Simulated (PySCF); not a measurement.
**Ionisation energy along the 21-electron series**

Calculated with PySCF 2.14 and a two-component X2C-1e Hamiltonian (Gaussian nucleus, no Breit or QED terms), each ion in its own even-tempered basis scaled to its charge; GMP2 freezes [Ne] and drops the highest virtual spinors. Values in eV. NIST values: (m) measured, (s) semi-empirical, (t) theoretical.

| ion | configuration | GHF (spin-free) | GMP2 (spin-free) | GHF (screened spin-orbit) | GMP2 (screened spin-orbit) | NIST |
| --- | --- | --- | --- | --- | --- | --- |
| Nd³⁹⁺ | [Ar] 3d3 | 2854.9 | 2854.8 | 2861.7 | 2862.4 | 2861 ± 4 (t) |
| Sm⁴¹⁺ | [Ar] 3d3 | 3127.8 | 3127.6 | 3136.8 | 3137.6 | 3137 ± 4 (t) |

Task: Fill in the row of Pm⁴⁰⁺.

Result: configuration: [Ar] 3d3; GHF (spin-free): 2989.5; GMP2 (spin-free): 2989.3; GHF (screened spin-orbit): 2997.4; GMP2 (screened spin-orbit): 2998.1; NIST: 2997 ± 4 (t).
